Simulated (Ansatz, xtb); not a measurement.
# Ligand exchange: CH7ClSi2 + CHClF2 → SiH2(SiH3)Cl + C2H3ClF2

Species: CH7ClSi2 `C[SiH2][SiH2]Cl`, singlet; CHClF2 (difluorochloromethane) `FC(F)Cl`, singlet; SiH2(SiH3)Cl, singlet; C2H3ClF2 `CC(F)(F)Cl`, singlet. The partners trade CH3 for H: Si–CH3 and C–H bonds give way to Si–H and C–CH3.

Shapes, held fixed at every level: PBE0-D4/def2-TZVP. Flexible molecules stand in one conformer, not always the lowest. Programs: Ansatz 0.2.0, xtb 6.7.1. Electronic energies: no zero-point or thermal term.

**Question.** Estimate ΔE of this reaction.

**Answer.** The highest level, CCSD(T)/CBS estimate, gives ΔE = +8.9 kJ/mol; the levels span -55.5 to +12.9. They disagree on the sign: 7 of 8 are positive. GFN2-xTB strays far from the other rows. The column of differences is taken from that level and isn't an error. No measured value is set beside it here. The CBS estimate extrapolates MP2 from def2-TZVPP and def2-QZVPP and adds CCSD(T) − MP2 in the triple-zeta set, cores frozen. Times are processor times on shared x86 and Arm servers, and rough.

```
               level                    kind  ΔE (kJ/mol)  less CCSD(T)/CBS estimate  CPU time (sum over the molecules)
            GFN2-xTB          semi-empirical        -55.5                      -64.4                             0.12 s
       HF/def2-TZVPP            Hartree–Fock         +6.5                       -2.4                                  –
   PBE-D4/def2-TZVPP                     GGA        +12.9                       +4.0                               23 s
r2SCAN-D4/def2-TZVPP                meta-GGA         +8.6                       -0.3                               39 s
  wB97M-V/def2-TZVPP  range-separated hybrid         +8.7                       -0.2                               89 s
      MP2/def2-TZVPP     perturbation theory        +11.3                       +2.4                                  –
  CCSD(T)/def2-TZVPP   coupled cluster or CI         +8.9                        0.0                            8.7 min
CCSD(T)/CBS estimate   coupled cluster or CI         +8.9                        0.0                             12 min
```
